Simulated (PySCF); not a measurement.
## Electronic structure of Xe⁺ (xenon, charge +1) at the UHF level

Configuration: [Kr] 4d10 5s2 5p5, 2P determinant. All numbers are calculated (PySCF 2.14, a scalar-relativistic core potential, in aug-cc-pVQZ-PP with one added diffuse shell each of s, p, d, f, g type with ECP28MDF (8s8p6d4f3g, 117 functions)).

```json
{
 "Total energy": "-327.878418 hartree",
 "One-electron energy": "-562.2263 hartree",
 "Hartree (Coulomb) energy": "256.7374 hartree",
 "Exchange energy": "-22.3895 hartree",
 "⟨S²⟩": "0.7599",
 "⟨L²⟩": "2.041",
 "Sum of ⟨r⟩": "29.61 bohr",
 "Sum of ⟨r²⟩": "49.15 bohr²",
 "Traceless quadrupole moment −½Σ⟨3z² − r²⟩ along its main axis": "2.02 e·bohr²"
}
```

| shell | electrons | mean orbital energy (hartree) | spread (hartree) | rms radius, mean of both spins (bohr) |
| --- | --- | --- | --- | --- |
| 4s α | 1 | -8.77577 | 0 | 0.767 |
| 4s β | 1 | -8.76573 | 0 | 0.767 |
| 4p α | 3 | -6.50861 | 0.02796 | 0.820 |
| 4p β | 3 | -6.49855 | 0.00301 | 0.820 |
| 4d α | 5 | -3.03749 | 0.02923 | 0.934 |
| 4d β | 5 | -3.02999 | 0.01527 | 0.934 |
| 5s α | 1 | -1.38561 | 0 | 1.97 |
| 5s β | 1 | -1.28546 | 0 | 1.97 |
| 5p α | 3 | -0.80838 | 0.06695 | 2.34 |
| 5p β | 2 | -0.76699 | 0 | 2.34 |

Energies and moments cover only the electrons outside the core potential.
